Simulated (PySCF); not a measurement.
C₄H₁₅AsSi₂.
Cartesian coordinates in Å at the PBE0-D3(BJ)/def2-SVP level; atoms count from 1:
```xyz
22
C4H15AsSi2 angstrom
C     -2.0007    0.8217    0.3928
C     -0.9287   -0.1149   -0.1608
C     -1.5285   -1.4922   -0.4337
C     -0.3285    0.4643   -1.4340
As     0.4091   -0.3732    1.3470
Si     1.5635    1.6896    1.2968
Si     2.1525   -1.5245    0.2441
H     -1.6000    1.8252    0.6039
H     -2.4428    0.4305    1.3222
H     -2.8142    0.9367   -0.3446
H     -0.7833   -2.1911   -0.8447
H     -1.9481   -1.9424    0.4793
H     -2.3450   -1.4050   -1.1717
H      0.4653   -0.1752   -1.8503
H     -1.1132    0.5597   -2.2055
H      0.0965    1.4673   -1.2750
H      2.6081    1.6330    2.3644
H      2.2355    2.0014   -0.0042
H      0.6130    2.8005    1.6138
H      2.6827   -0.8391   -0.9768
H      3.2700   -1.6655    1.2273
H      1.6843   -2.8898   -0.1480
```

Computed, not measured: PBE0-D3(BJ)/def2-SVP geometry optimisation, gas phase (PySCF 2.14.0).

Masses are those of the commonest isotopes; rigid-rotor values at the optimised geometry. 

What are A, B and C (GHz)?

Ia = 363.09, Ib = 472.97, Ic = 608.92 u·Å²; 505379 MHz·u·Å²/I gives 1392, 1069 and 830.0 MHz, that is A = 1.3919, B = 1.0685, C = 0.8300 GHz.

Classify the top.

An asymmetric top; Ray's κ = -0.151.

Is it planar, by Δ = Ic − Ia − Ib?

Not planar: Δ = Ic − Ia − Ib = -227.13 u·Å². For a rigid frame Δ = −2 Σ m c², so Σ m c² = 113.57 u·Å² lies off the ab plane: 25.56 from hydrogen and 88.01 from heavier atoms. The atom farthest from that plane is 2.21 Å away.

List the rotational levels J(Ka,Kc) to J = 5 (K).

Above 0(0,0), as E/k:
J = 1: 1(0,1) 0.091, 1(1,1) 0.107, 1(1,0) 0.118
J = 2: 2(0,2) 0.269, 2(1,2) 0.277, 2(1,1) 0.312, 2(2,1) 0.358, 2(2,0) 0.363
J = 3: 3(0,3) 0.528, 3(1,3) 0.531, 3(1,2) 0.599, 3(2,2) 0.632, 3(2,1) 0.651, 3(3,1) 0.740, 3(3,0) 0.741
J = 4: 4(0,4) 0.865, 4(1,4) 0.866, 4(1,3) 0.974, 4(2,3) 0.993, 4(2,2) 1.038, 4(3,2) 1.111, 4(3,1) 1.118, 4(4,1) 1.255, 4(4,0) 1.255
J = 5: 5(0,5) 1.282, 5(1,5) 1.282, 5(1,4) 1.430, 5(2,4) 1.438, 5(2,3) 1.521, 5(3,3) 1.574, 5(3,2) 1.597, 5(4,2) 1.720, 5(4,1) 1.722, 5(5,1) 1.902, 5(5,0) 1.902
Those of J = 1 are B + C, A + C and A + B.

Which lines would a microwave search look for?

The dipole components are |μa| = 1.36 D, |μb| = 0.01 D, |μc| = 0.70 D. The squared components, which scale the intensities, stand as 1.00 : 0.00 : 0.27 (a : b : c). Some lines, for components of 0.1 D or more:

| type | branch | J(Ka,Kc) | MHz | lower level (cm⁻¹) |
| --- | --- | --- | --- | --- |
| a | Q | 3(2,1) ← 3(2,2) | 394 | 0.439 |
| a | Q | 5(3,2) ← 5(3,3) | 498 | 1.094 |
| c | Q | 3(3,1) ← 3(2,1) | 1868 | 0.452 |
| a | Q | 5(1,4) ← 5(1,5) | 3080 | 0.891 |
| a | R | 2(1,2) ← 1(1,1) | 3558 | 0.074 |
| c | Q | 5(5,1) ← 5(4,1) | 3757 | 1.197 |
| c | R | 2(2,0) ← 1(1,0) | 5097 | 0.082 |
| a | R | 3(1,3) ← 2(1,2) | 5288 | 0.193 |
| a | R | 3(1,2) ← 2(1,1) | 5980 | 0.217 |
| a | R | 4(1,4) ← 3(1,3) | 6984 | 0.369 |
| a | R | 4(0,4) ← 3(0,3) | 7032 | 0.367 |
| c | R | 3(2,1) ← 2(1,1) | 7060 | 0.217 |
| c | R | 3(2,2) ← 2(1,2) | 7381 | 0.193 |
| a | R | 4(3,2) ← 3(3,1) | 7727 | 0.515 |
| a | R | 4(1,3) ← 3(1,2) | 7811 | 0.416 |
| a | R | 4(2,2) ← 3(2,1) | 8077 | 0.452 |
| a | R | 5(1,4) ← 4(1,3) | 9505 | 0.677 |
| c | R | 4(2,3) ← 3(1,3) | 9613 | 0.369 |
| a | R | 5(4,2) ← 4(4,1) | 9694 | 0.872 |
| a | R | 5(4,1) ← 4(4,0) | 9732 | 0.872 |
| c | R | 4(3,1) ← 3(2,1) | 9747 | 0.452 |
| c | R | 4(4,1) ← 3(3,1) | 10717 | 0.515 |
| c | R | 5(2,3) ← 4(1,3) | 11416 | 0.677 |
| c | R | 5(2,4) ← 4(1,4) | 11921 | 0.602 |
| c | R | 5(4,2) ← 4(3,2) | 12684 | 0.772 |
| c | R | 5(5,0) ← 4(4,0) | 13490 | 0.872 |
| c | R | 5(5,1) ← 4(4,1) | 13494 | 0.872 |

Whether it is a minimum is left open (no frequencies). These are rigid-rotor constants of the computed structure; measured ground-state constants (B0) also hold zero-point vibration. A rigid rotor knows nothing of internal rotation, which can split or shift real lines. Quadrupole hyperfine structure (75As) is left out.

The run took 2.2 min of wall time on an Intel Xeon 6975P-C with one thread, no GPU (shared host), and the process peaked at 0.90 GiB of memory. This is the geometry optimisation.
